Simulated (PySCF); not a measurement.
# Computed spin Hamiltonian

C5H8O2 (charge +1 and doublet state).
Cartesian coordinates in Å at the GFN2-xTB level; atoms count from 1:
```
atom  x, y, z in Å
C1    -2.1679   -0.4944   -0.3010
C2    -1.3802    0.2571    0.7000
O3    -1.6656    0.5675    1.8077
C4     0.0250    0.7278    0.2000
C5     0.9069   -0.4245   -0.2511
C6     2.3511    0.0010   -0.2162
O7     0.5189   -1.4911   -0.5952
H8    -3.1210   -0.7844    0.1422
H9    -1.6315   -1.3937   -0.6163
H10   -2.3338    0.1100   -1.1922
H11   -0.1237    1.3970   -0.6557
H12    0.4942    1.2996    1.0054
H13    2.7277   -0.2238    0.7849
H14    2.4937    1.0602   -0.4113
H15    2.9019   -0.6003   -0.9402
```

The hyperfine couplings belong to this conformer and change with its torsions.

Identity: `CC(=O)CC(C)=[O+]` [radical] (charge +1).

The calculation used PySCF 2.14.0, UKS B3LYP, pcH-1 on C H O, non-relativistic, mean-field spin-orbit, GIAO. Geometry: GFN2-xTB, one conformer, isolated ion. The geometry wasn't refined by DFT: couplings that depend on bond lengths, twists or pyramidal angles can differ widely from those at the functional's own minimum, by a factor of two or more for some ions and for spin on atoms past the first row. No stability test was run, so a lower SCF solution isn't excluded.

```json
{
  "g1, g2, g3": "2.00176, 2.00435, 2.00600",
  "g_iso": "2.00404",
  "Form of g": "rhombic: the two nearest values differ by 39 % of g3 − g1",
  "⟨S²⟩": "0.7578 (exact 0.7500)",
  "α and β electrons": "27, 26",
  "Total energy": "-345.48070 Eh"
}
```

Hyperfine couplings atom by atom, in mT; T1 to T3 are the principal values of the dipolar part (MHz turned into mT with g_iso):

```tsv
atom	isotope	a_iso	T1	T2	T3	Mulliken spin population
C1	13C	1.88	-0.31	-0.28	0.59	0.07
C2	13C	-1.70	-0.53	0.10	0.43	-0.05
O3	17O	-0.98	-5.00	2.33	2.68	0.45
C4	13C	-0.53	-0.87	-0.85	1.72	0.20
C5	13C	-1.45	-0.41	-0.03	0.44	-0.02
C6	13C	1.58	-0.38	-0.36	0.75	0.09
O7	17O	-0.58	-2.83	1.32	1.52	0.26
H8	1H	0.50	-0.18	0.03	0.15	0.01
H9	1H	-0.27	-0.24	0.03	0.21	0.00
H10	1H	-0.14	-0.13	-0.06	0.18	0.00
H11	1H	-0.45	-0.38	-0.05	0.43	-0.01
H12	1H	-0.55	-0.39	0.00	0.40	-0.01
H13	1H	0.07	-0.17	-0.02	0.19	0.00
H14	1H	-0.35	-0.19	-0.05	0.24	0.00
H15	1H	0.41	-0.19	0.00	0.19	0.01
```

Largest spin populations (Mulliken): O3 (+0.45), O7 (+0.26), C4 (+0.20) and C6 (+0.09). Three atoms exceed +0.15.

O7, the radical centre as drawn in `CC(=O)CC(C)=[O+]`, holds a spin population of +0.26 out of 1.

Axes: g3 points within 15° of the C4–H11 bond.

Under fast tumbling the dipolar parts average out, and these isotropic splittings remain: 2 × 1H (H11/H12, I = 1/2, 3 lines) with 0.50 mT and 6 × 1H (H8 (×6), I = 1/2, 7 lines) with 0.04 mT.

Nuclei that the bonding pattern makes equivalent are averaged, as if the motion that swaps them (rotation, inversion, ring flip) were fast. The six 1H nuclei of mean +1.1 MHz run from -9.8 to 14.1 MHz in the frozen geometry.

The 13C coupling of C1/C6 (mean 48.5 MHz) shows only in satellite lines or after enrichment, since that isotope makes up about 1.07 % of natural carbon.

The 17O coupling of O3/O7 (mean -21.9 MHz) shows only in satellite lines or after enrichment, since that isotope makes up about 0.038 % of natural oxygen.

Examples of negative spin density at the nucleus (bohr⁻³): C2/C5 (-0.0393), C4 (-0.0131) and H11/H12 (-0.0031).
